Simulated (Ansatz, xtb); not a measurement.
# Relaxing a trial structure of BFGeO

The starting geometry of this gas-phase singlet has its atoms placed at random.

```xyz
4

B    -0.6879    1.2829   -0.4787
F     0.3666    0.5986    0.9224
Ge    1.0284   -1.2589   -0.6148
O    -0.7578   -0.5331   -0.3574
```

Task: Guess where an optimisation with r2SCAN-D4/def2-SVP ends from this start.

Result: It ends as a structure given below by its coordinates. Contacts that close: B1–O4 (1.82 → 1.29 Å), F2–Ge3 (2.50 → 1.74 Å).

The energy falls by 5.27 eV over 24 steps:

```csv
step,E − E(last) (eV)
1,5.268
4,1.587
6,1.483
9,1.316
11,0.316
14,0.050
16,0.029
19,0.023
21,0.005
24,0.000
```

Final geometry (Å):

```yaml
atoms:
  - { symbol: B, position_ang: [-1.7338, 0.6333, -0.9991] }
  - { symbol: F, position_ang: [1.5537, 0.0862, 1.0460] }
  - { symbol: Ge, position_ang: [0.7636, -0.9009, -0.1505] }
  - { symbol: O, position_ang: [-0.6341, 0.2709, -0.4248] }
```

From the same start GFN2-xTB reaches the same bonding as this run.

From so rough a start the end depends on the optimiser's path, so another program may land elsewhere. No frequencies were run, so the end isn't proven a minimum. Run with Ansatz 0.2.0, 2.2 min on 1 thread of AMD EPYC (Zen 3), on a shared host.
